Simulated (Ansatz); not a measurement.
Reaction (atomization): `C=C=[C](C)[GaH2]` → 4 C• + Ga• + 7 H•

Calculated with Ansatz (gas phase, PBE0-D4/def2-TZVP geometries, no zero-point term in ΔE). CBS: MP2 limit from def2 TZ/QZ plus the TZ coupled-cluster correction, frozen cores. This one scheme is used for every species, atoms too. For atomizations the MP2-based limit and the directly extrapolated one differ by several kJ/mol either way, and by 10 to 25 for some Ge, Se and Sn compounds, so smaller differences from it don't rank the levels. DFT in def2-TZVPP. Open shells (•) are unrestricted, without spin–orbit coupling. Spin–orbit coupling would lower the free atoms: a little for C; clearly for Ga. Bonds to Ga are less sure, by a few kJ/mol each and by 10 to 20 or more in all where they break to atoms, as the def2 sets lack core-valence functions. Scalar relativity is left out up to krypton.

`C=C=[C](C)[GaH2]`:

Cartesian coordinates in Å:
```
C -1.108 1.075 -1.748
C -0.529 0.427 -0.777
C 0.080 -0.187 0.198
C -0.336 -1.543 0.707
Ga 1.587 0.817 0.944
H -0.789 0.948 -2.777
H -1.931 1.756 -1.556
H -0.594 -1.499 1.768
H -1.197 -1.932 0.160
H 0.483 -2.262 0.613
H 1.931 2.219 0.339
H 2.403 0.182 2.129
```

Q: What is ΔE at CCSD(T)/CBS? (An estimate is asked.)

A: Ansatz gave: +4551.7 kJ/mol.

Q: What do these levels give: revPBE-D4, r2SCAN-D4, B97M-V, PBE0-D4, B2PLYP, PBE0, CCSD(T)/def2-SVP, CCSD/def2-TZVPP, CCSD(T)/def2-TZVPP, MP2/def2-QZVPP, SCS-MP2/def2-QZVPP, HF/CBS(def2)? (Best estimate.)

A: The calculation gave: revPBE-D4 4558.8, r2SCAN-D4 4585.3, B97M-V 4586.9, PBE0-D4 4593.5, B2PLYP 4516.4, PBE0 4572.0, CCSD(T)/def2-SVP 4374.3, CCSD/def2-TZVPP 4389.8, CCSD(T)/def2-TZVPP 4460.2, MP2/def2-QZVPP 4579.4, SCS-MP2/def2-QZVPP 4559.3, HF/CBS(def2) 3384.0 kJ/mol.

Largest T1 diagnostic among the species: 0.013.

From r2SCAN to r2SCAN0 (25 % exact exchange), in def2-TZVPP and without D4, ΔE moves by −62.7 kJ/mol: exact exchange takes away binding that semilocal exchange gives to molecules. Leaving LDA and LC-ωPBE aside and taking each functional with its dispersion term where it has one, the values, not all of them listed here, spread over 225.6 kJ/mol, from BHLYP-D4 to PBE-D4. LDA lies +566.6 kJ/mol from PBE without D4, its usual overbinding.
